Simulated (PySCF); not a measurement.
**Electronic structure of Fe (iron, neutral) at the PBE level**

Configuration: [Ar] 3d5 4s2 4p1, high-spin 7P determinant (an excited configuration). Calculation: PySCF 2.14, in aug-cc-pwCVTZ-DK; scalar relativity by spin-free X2C-1e.

```
Total energy                                                  : -1272.173 hartree
One-electron energy                                           : -1748.923 hartree
Hartree (Coulomb) energy                                      : 532.459 hartree
Exchange-correlation energy                                   : -55.708 hartree
⟨S²⟩                                                          : 12.0075
⟨L²⟩                                                          : 2.026
Sum of ⟨r⟩                                                    : 22.98 bohr
Sum of ⟨r²⟩                                                   : 46.85 bohr²
Traceless quadrupole moment −½Σ⟨3z² − r²⟩ along its main axis : -6.03 e·bohr²
Langevin diamagnetic susceptibility                           : -37.1 ×10⁻⁶ cm³/mol
```

```json
{"shell": "1s α", "electrons": "1", "mean orbital energy (eV)": "-6999.7", "spread (eV)": "0", "rms radius, mean of both spins (bohr)": "0.0675"}
{"shell": "1s β", "electrons": "1", "mean orbital energy (eV)": "-6999.7", "spread (eV)": "0", "rms radius, mean of both spins (bohr)": "0.0675"}
{"shell": "2s α", "electrons": "1", "mean orbital energy (eV)": "-827.78", "spread (eV)": "0", "rms radius, mean of both spins (bohr)": "0.290"}
{"shell": "2s β", "electrons": "1", "mean orbital energy (eV)": "-825.21", "spread (eV)": "0", "rms radius, mean of both spins (bohr)": "0.290"}
{"shell": "2p α", "electrons": "3", "mean orbital energy (eV)": "-706.26", "spread (eV)": "0.041", "rms radius, mean of both spins (bohr)": "0.261"}
{"shell": "2p β", "electrons": "3", "mean orbital energy (eV)": "-704.31", "spread (eV)": "0.077", "rms radius, mean of both spins (bohr)": "0.261"}
{"shell": "3s α", "electrons": "1", "mean orbital energy (eV)": "-103.40", "spread (eV)": "0", "rms radius, mean of both spins (bohr)": "0.866"}
{"shell": "3s β", "electrons": "1", "mean orbital energy (eV)": "-97.534", "spread (eV)": "0", "rms radius, mean of both spins (bohr)": "0.866"}
{"shell": "3p α", "electrons": "3", "mean orbital energy (eV)": "-69.224", "spread (eV)": "0.192", "rms radius, mean of both spins (bohr)": "0.922"}
{"shell": "3p β", "electrons": "3", "mean orbital energy (eV)": "-63.484", "spread (eV)": "0.296", "rms radius, mean of both spins (bohr)": "0.922"}
{"shell": "3d α", "electrons": "5", "mean orbital energy (eV)": "-15.812", "spread (eV)": "0.218", "rms radius, mean of both spins (bohr)": "1.16"}
{"shell": "4s α", "electrons": "1", "mean orbital energy (eV)": "-7.979", "spread (eV)": "0", "rms radius, mean of both spins (bohr)": "2.96"}
{"shell": "4s β", "electrons": "1", "mean orbital energy (eV)": "-6.406", "spread (eV)": "0", "rms radius, mean of both spins (bohr)": "2.96"}
{"shell": "4p α", "electrons": "1", "mean orbital energy (eV)": "-3.019", "spread (eV)": "0", "rms radius, mean of both spins (bohr)": "3.94"}
```

Densities and radii are taken from the X2C orbitals without a picture-change correction, which distorts them close to the nucleus.
